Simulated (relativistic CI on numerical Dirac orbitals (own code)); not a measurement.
## In¹¹⁺: sensitivity of the levels to the model

Base calculation: Dirac-Coulomb-Breit CI, separate exchange-only KLI orbitals for each configuration, model QED (radiative potential, 1s self-energy scaled to tabulated hydrogen-like ionisation energies), unscaled Slater integrals.

Configurations in the expansion (outside the closed core [Ar] 3d10): 4s2 4p6 4d2, 4s2 4p5 4d3, 4s2 4p6 4d 4f, 4s2 4p6 4d 5s, 4s 4p6 4d3, 4s2 4p6 4d 5p, 4s2 4p5 4d2 4f, 4s2 4p6 4f 5s, 4s2 4p6 4d 5d, 4s2 4p6 5s 5p, 4s 4p6 4d2 4f, 4s2 4p6 4d 6s, 4s2 4p5 4d2 5s, 4s2 4p6 4d 5f, 4s2 4p6 4d 6p, 4s2 4p6 4d 5g, 4s2 4p5 4d2 5p, 4s2 4p6 4d 6d, 4s2 4p6 4d 7s, 4s2 4p6 4d 6f, 4s2 4p6 4d 7p, 4s2 4p6 4f2, 4s2 4p5 4f3, 4s2 4p6 5s2, 4s2 4p5 4f 5s2, 4p6 4d4, 4p5 4d5, 4p5 4d4 4f, 4s2 4p6 4f 5p, 4s2 4p5 4f2 5p, 4s2 4p6 5p2, 4s2 4p5 4f 5p2. Double excitations out of closed p, d and f shells are left out; levels of such configurations are missing from the list, as are those of other unlisted configurations, and high levels can miss mixing partners. These lack a partner that the ground configuration has and come out too high: 4s 4p6 4d2 4f, 4s2 4p5 4d2 5s, 4s2 4p5 4d2 5p.

Variants: (1) QED terms removed; (2) non-relativistic limit. Shifts of the energy above 4s2 4p6 4d2 3F_2, in cm⁻¹, for the lowest level and the first level of each name with at least 55 % of one term (blank where a level changes its place among those of its configuration and J or its character, or is not in the variant):

```
             Level    Base  Δ(1)    Δ(2)
  4s2 4p6 4d2 3F_2       0     0       0
  4s2 4p6 4d2 3F_3    7935   -27   -7935
  4s2 4p6 4d2 3F_4   15553   -47  -15553
  4s2 4p6 4d2 3P_0   23020    -8   -4241
  4s2 4p6 4d2 3P_1   26896   -25   -8117
  4s2 4p6 4d2 1G_4   37813   -39  -10770
  4s2 4p6 4d2 1S_0   86049   -43  -11290
 4s2 4p5 4d3 5D°_1  503271   +90  -24328
 4s2 4p5 4d3 5S°_2  503887   +65        
 4s2 4p5 4d3 5D°_0  505627   +83  -26684
 4s2 4p5 4d3 5F°_5  514550   +64  -27963
 4s2 4p5 4d3 5G°_6  523823   +61  -26037
 4s2 4p5 4d3 3G°_3  530295   +67        
 4s2 4p5 4d3 3G°_4  533196   +60        
 4s2 4p5 4d3 3P°_1  540510   +58        
4s2 4p6 4d 5s 3D_1  542384  -526  +34817
 4s2 4p5 4d3 3G°_5  543888   +50  -33610
4s2 4p6 4d 5s 3D_2  544274  -527  +32927
 4s2 4p5 4d3 3D°_3  544574   +62        
 4s2 4p5 4d3 3H°_6  547745   +69  -20915
 4s2 4p5 4d3 3D°_2  550816   +63  -37590
 4s2 4p5 4d3 3P°_0  553003   +35  -39310
```

At this charge energies of transitions that change n are usually good to better than 1 %, and those within a shell (Δn = 0) to a few per cent. Terms inside the open d or f shell come out 10 to 20 % too wide with unscaled integrals.

Ionisation energy from the two ground configurations alone: base 225.717 eV. The NIST ASD value (theoretical) is 226 eV.

LS names give the leading component of a level, which can be under half, so a name can repeat, a term be missing and a line seem to break the LS rules.
